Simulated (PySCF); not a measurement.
PySCF input file for sulfur trioxide (O3S), SMILES O=S(=O)=O, PBE-D3(BJ)/def2-TZVP. The structure is a stationary point at PBE-D3(BJ)/def2-TZVP.

```python
import numpy as np
from pyscf import gto, scf, dft, df
from pyscf.hessian import thermo

mol = gto.M(
    atom='''
    O     1.44419648    0.00000000    0.00000000
    S     0.00000000    0.00000000    0.00000000
    O    -0.72209824   -1.25071084    0.00000000
    O    -0.72209824    1.25071084    0.00000000
    ''',
    basis='def2-TZVP',
    charge=0,
    spin=0,
    max_memory=1600,
    verbose=3,
)
mf = dft.RKS(mol, xc='pbe').density_fit(auxbasis='def2-universal-jkfit')
mf.disp = 'd3bj'
mf.grids.level = 3
mf.conv_tol = 1e-11
mf.max_cycle = 100
mf.kernel()

# [left out here: the lines that compute and print the analytic Hessian (its translational invariance restored by hand, since the grid's response is missing), thermochemistry and intensities]
```

Output:

```
converged SCF energy = -623.566521281317

WARN: DFTD3 does not support analytical Hessian, using finite difference


WARN: Mole.unit (angstrom) is changed to Bohr

Mode                                 0                   1                   2
Irrep
Freq [cm^-1]                      467.8036            496.5985            496.6238
Reduced mass [au]                  22.8671             17.3244             17.3240
Force const [Dyne/A]                2.9484              2.5172              2.5174
Char temp [K]                     673.0652            714.4947            714.5311
Normal mode                   x     y     z       x     y     z       x     y     z
       0   O                 0.00  0.00 -0.09    0.01 -0.17 -0.00    0.08  0.02  0.00
       1   S                 0.00 -0.00  0.14    0.01  0.07  0.00    0.07 -0.01 -0.00
       2   O                -0.00  0.00 -0.09    0.10  0.03 -0.00   -0.12  0.11  0.00
       3   O                -0.00 -0.00 -0.09   -0.12  0.01 -0.00   -0.10 -0.11  0.00
Mode                                 3                   4                   5
Irrep
Freq [cm^-1]                     1020.8215           1345.1942           1345.4908
Reduced mass [au]                  15.9990             20.6130             20.6137
Force const [Dyne/A]                9.8230             21.9767             21.9870
Char temp [K]                    1468.7348           1935.4350           1935.8617
Normal mode                   x     y     z       x     y     z       x     y     z
       0   O                 0.14 -0.00 -0.00    0.00  0.01  0.00   -0.15  0.00  0.00
       1   S                -0.00  0.00  0.00   -0.00 -0.12 -0.00    0.12 -0.00 -0.00
       2   O                -0.07 -0.13 -0.00    0.06  0.12  0.00   -0.04 -0.06  0.00
       3   O                -0.07  0.13 -0.00   -0.06  0.12  0.00   -0.04  0.06  0.00
temperature 298.1500 [K]
pressure 101325.00 [Pa]
Rotational constants [GHz] 10.09673 10.09673 5.04836
Symmetry number 6
Zero-point energy (ZPE) 0.01178 [Eh]   30938.614 [J/mol]
                           tot       elec      trans        rot        vib
Entropy [J/mol/K]       257.954      0.000    163.406     85.309      9.239
Cv [J/mol/K]             43.546      0.000     12.472     12.472     18.602
Cp [J/mol/K]             51.860      0.000     20.786     12.472     18.602
Internal energy [J/mol]                      3718.434   3718.434  32920.536
Internal energy [Eh]   -623.55115  -623.56652
Enthalpy [J/mol]                             6197.391   3718.434  32920.536
Enthalpy [Eh]          -623.55021
Gibbs free energy [J/mol]                  -42522.103 -21716.462  30165.882
Gibbs free energy [Eh] -623.57950
mode   freq/cm-1   IR/(km/mol)
   1      467.80        24.796
   2      496.60        22.293
   3      496.62        22.222
   4     1020.82         0.000
   5     1345.19       170.903
   6     1345.49       170.107
max |gradient| / (hartree/bohr): 7.654898938159507e-05
APT charges: [-0.5035  1.5112 -0.5039 -0.5039]
```

Self-consistency was reached.
